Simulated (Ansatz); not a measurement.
Ag₃⁻, 3 atoms. Hardware: 4 threads of Arm Neoverse V2 on a shared host.

In the def2 sets Ag takes a core potential; there is no spin–orbit coupling. Correlated methods freeze no core orbitals; core or outer-core shells of Ag are correlated, in sets that lack core-valence functions. In CCSD on the charge -1 quintet the largest single amplitude is 0.30, so its Hartree–Fock determinant may place the open shell otherwise than the density functionals do.

Task: How many basis functions does each of these Ansatz runs have, and roughly what does it cost? HSE06-D4/def2-TZVPD, charge -1 triplet, energy, from earlier orbitals; HSE06-D4/def2-TZVPD, charge -1 quintet, energy, from earlier orbitals; B3LYP-D4/def2-TZVPD, charge -1 quintet, energy, from earlier orbitals; CCSD(T)/def2-TZVPD, charge -1 quintet, energy, from earlier orbitals; PBE0-D4/def2-TZVPD, charge -1 singlet, energy and forces, from earlier orbitals; HSE06-D4/def2-TZVPD, charge -1 singlet, energy, from earlier orbitals; B2PLYP/def2-TZVPD, charge -1 singlet, energy, from earlier orbitals; PBE-D4/def2-TZVPD, charge -1 triplet, relaxation, 13 steps; CCSD(T)/def2-TZVPD, charge -1 triplet, energy, from earlier orbitals; PBE0-D4/def2-TZVPD, charge 0 doublet at the geometry of the charge -1 singlet, energy; r2SCAN-D4/def2-TZVPD, charge -1 unrestricted singlet, energy, from earlier orbitals; B2PLYP/def2-TZVPD, charge -1 quintet, energy, from earlier orbitals.

Result: Other jobs shared the machine, so times can vary by a factor of up to 3. A dash marks memory too small to be measured apart from the calling script's.

```json
{"run": "HSE06-D4/def2-TZVPD, charge -1 singlet, energy, from earlier orbitals", "functions": "120", "fitting or Cholesky vectors": "1158", "wall time": "1.4 s", "peak host memory (GiB)": "–"}
{"run": "B2PLYP/def2-TZVPD, charge -1 singlet, energy, from earlier orbitals", "functions": "120", "fitting or Cholesky vectors": "1170", "wall time": "3 s", "peak host memory (GiB)": "–"}
{"run": "PBE0-D4/def2-TZVPD, charge -1 singlet, energy and forces, from earlier orbitals", "functions": "120", "fitting or Cholesky vectors": "1170", "wall time": "3.2 s", "peak host memory (GiB)": "–"}
{"run": "HSE06-D4/def2-TZVPD, charge -1 triplet, energy, from earlier orbitals", "functions": "120", "fitting or Cholesky vectors": "1170", "wall time": "3.7 s", "peak host memory (GiB)": "–"}
{"run": "PBE0-D4/def2-TZVPD, charge 0 doublet at the geometry of the charge -1 singlet, energy", "functions": "120", "fitting or Cholesky vectors": "1170", "wall time": "3.7 s", "peak host memory (GiB)": "–"}
{"run": "r2SCAN-D4/def2-TZVPD, charge -1 unrestricted singlet, energy, from earlier orbitals", "functions": "120", "fitting or Cholesky vectors": "1059", "wall time": "5.5 s", "peak host memory (GiB)": "–"}
{"run": "B3LYP-D4/def2-TZVPD, charge -1 quintet, energy, from earlier orbitals", "functions": "120", "fitting or Cholesky vectors": "1170", "wall time": "7.5 s", "peak host memory (GiB)": "–"}
{"run": "HSE06-D4/def2-TZVPD, charge -1 quintet, energy, from earlier orbitals", "functions": "120", "fitting or Cholesky vectors": "1170", "wall time": "8 s", "peak host memory (GiB)": "–"}
{"run": "B2PLYP/def2-TZVPD, charge -1 quintet, energy, from earlier orbitals", "functions": "120", "fitting or Cholesky vectors": "1170", "wall time": "10 s", "peak host memory (GiB)": "–"}
{"run": "PBE-D4/def2-TZVPD, charge -1 triplet, relaxation, 13 steps", "functions": "120", "fitting or Cholesky vectors": "1059", "wall time": "19 s", "peak host memory (GiB)": "–"}
{"run": "CCSD(T)/def2-TZVPD, charge -1 triplet, energy, from earlier orbitals", "functions": "120", "fitting or Cholesky vectors": "1170", "wall time": "74 s", "peak host memory (GiB)": "1.9"}
{"run": "CCSD(T)/def2-TZVPD, charge -1 quintet, energy, from earlier orbitals", "functions": "120", "fitting or Cholesky vectors": "1170", "wall time": "4.1 min", "peak host memory (GiB)": "3"}
```
